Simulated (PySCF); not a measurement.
## NMR data sheet: C5H10FNSi2

```yaml
Formula: C5H10FNSi2
SMILES: N#C[C@]1(F)CC[SiH2]C[SiH2]1
Point_group_of_the_computed_structure: C1
Degrees_of_unsaturation: 3
Carbon_signals: 5
Proton_signals: 10
```

Bonds (- single, = double, # triple, : aromatic): N1#C2, C2-C3, C3-F4, C3-C5, C5-C6, C6-Si7, Si7-C8, C8-Si9, Si9-C3. C5 carries H10, H11; C6 carries H12, H13; Si7 carries H14, H15; C8 carries H16, H17; Si9 carries H18, H19. Stereochemistry as in N#C[C@]1(F)CC[SiH2]C[SiH2]1. H11, H12, H14, H17, H18 are pro-R; H10, H13, H15, H16, H19 are pro-S.

PySCF 2.14.0 with density-fitted response routines calculation with shielding tensors at PBE0/pcSseg-1 (GIAO) and GFN2-xTB structure; gas phase, a single conformation, non-relativistic Hamiltonian.

δ = σ(ref) − σ, references computed at the same level: ¹H (σref 31.72), ¹³C (σref 186.93), ²⁹Si (σref 349.16) against TMS; ¹⁹F (σref 170.95) vs CFCl3; ¹⁵N (σref 267.73) against NH3.

```tsv
carbon	δC, type	δH (multiplicity)	HMBC from (2–3 bonds)	span of the C tensor (ppm)
C2	124.1, C	–	H19, H18, H10, H11	360
C3	81.8, C	–	H19, H18, H10, H11, H12, H13, H17, H16	104
C5	37.3, CH2	H10 2.97 (m); H11 1.86 (m)	H19, H14, H18, H15, H12, H13	28
C6	6.7, CH2	H12 1.37 (m); H13 0.84 (m)	H14, H15, H10, H11, H17, H16	17
C8	-12.5, CH2	H16 -0.11 (m); H17 0.35 (m)	H19, H14, H18, H15, H12, H13	16
```

Other nuclei:
```tsv
atoms	nucleus	environment	δ (ppm)	σ (ppm)
H19	¹H	hydrogen on a silicon bonded to 2 C, in a 6-membered ring	4.70	27.02
H14	¹H	hydrogen on a silicon bonded to 2 C, in a 6-membered ring	4.45	27.26
H18	¹H	hydrogen on a silicon bonded to 2 C, in a 6-membered ring	4.37	27.34
H15	¹H	hydrogen on a silicon bonded to 2 C, in a 6-membered ring	4.31	27.41
F4	¹⁹F	fluorine on an sp3 carbon	-229.5	400.4
Si9	²⁹Si	silicon bonded to 2 C, 2 H, in a 6-membered ring	-34.3	383.4
Si7	²⁹Si	silicon bonded to 2 C, 2 H, in a 6-membered ring	-46.7	395.8
N1	¹⁵N	nitrile nitrogen	318.6	-50.9
```

- Carbon types of the structure: 2 × C, 3 × CH2, leaving 4 H on heteroatoms.
- δC 124.1: nitrile carbon; typical of a nitrile.
- δC 81.8: fully substituted sp3 carbon bonded to F and Si, α to a nitrile; the inductive effect lowers its shielding.
- δC 37.3: sp3 CH2 in a ring; saturated and bonded to C and H only.
- δC 6.7: sp3 CH2 bonded to Si; an electropositive neighbour leaves it electron-rich and shielded.
- δH 0.35, -0.11: hydrogen on an sp3 CH2 bonded to 2 Si; an electropositive neighbour shields it, as in TMS itself.

Splittings by ¹⁹F in the carbon and heteronuclear signals aren't shown, as no couplings were computed. Shifts are as computed. Against solution values, carbons near 30 ppm lie about +3 ppm off and those near 130 ppm about +5 ppm. Of 1211 compounds with measured shifts, 218 miss one by over three times the rms of a fit or turn the order of signals round; such compounds aren't used in these exercises. Unscaled 19F shifts against computed CFCl3 carry errors that often reach 10 to 50 ppm. Experimental scales use liquid or dissolved standards, which lie at an offset from isolated NH3 (liquid NH3: subtract about 20 ppm). Unscaled 15N shifts of sp2 nitrogen come out 20 to 40 ppm too high even then. Multiplicities follow the n + 1 count of equivalent neighbours, as no J values were calculated; m marks all less simple cases, F and P coupling included.
